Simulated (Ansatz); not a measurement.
Reaction (isomerisation): `NB(Cl)O[SiH3]` → `N[SiH2]B(O)Cl`

Isolated molecules relaxed with PBE0-D4/def2-TZVP in Ansatz; ΔE leaves out vibrations. CCSD(T)/CBS is the MP2 limit (def2-TZVPP, def2-QZVPP) plus CCSD(T) − MP2 in def2-TZVPP, frozen cores. Functionals use def2-TZVPP. Each species was taken in one conformer, which may not be the lowest.

`NB(Cl)O[SiH3]`:

```xyz
10

N     1.476   -0.489   -0.725
B     0.173   -0.991   -0.678
Cl   -0.180   -2.505   -1.542
O    -0.848   -0.396   -0.012
Si   -1.090    0.943    0.905
H     1.754    0.359   -0.263
H     2.208   -0.956   -1.228
H    -1.567    0.525    2.245
H    -2.104    1.799    0.245
H     0.179    1.710    1.053
```

`N[SiH2]B(O)Cl`:

Z-matrix (Å, degrees):
```
Si
B 1 2.033
N 1 1.725 2 116.1
H 1 1.491 2 106.8 3 -120.9
H 1 1.488 2 109.1 3 121.3
Cl 2 1.785 1 119.7 3 16.0
O 2 1.345 1 121.6 3 -165.0
H 3 1.008 1 118.2 2 76.4
H 3 1.008 1 118.7 2 -60.7
H 7 0.964 2 114.2 1 -178.5
```

| level | ΔE (eV) |
| --- | --- |
| PBE-D4 | 1.55 |
| r2SCAN-D4 | 1.73 |
| PBE0-D4 | 1.65 |
| MP2/def2-TZVPP | 1.80 |
| SCS-MP2/def2-TZVPP | 1.83 |
| SCS-MP2/def2-QZVPP | 1.82 |
| HF/CBS(def2) | 2.03 |
| CCSD/CBS(def2) | 1.77 |

Q: What does CCSD(T)/CBS give? (Estimate.)

A: The calculation gave: +1.73 eV. The listed levels differ from it by -0.18, 0.00, -0.08, 0.07, 0.10, 0.09, 0.30, 0.04 eV.

Largest T1 diagnostic among the species: 0.012.

In def2-TZVPP, CCSD(T) changes the Hartree–Fock value by −0.27 eV (the triples alone add −0.04 eV) and MP2 by −0.21 eV. From PBE to PBE0 (25 % exact exchange), in def2-TZVPP and without D4, ΔE moves by +0.10 eV.
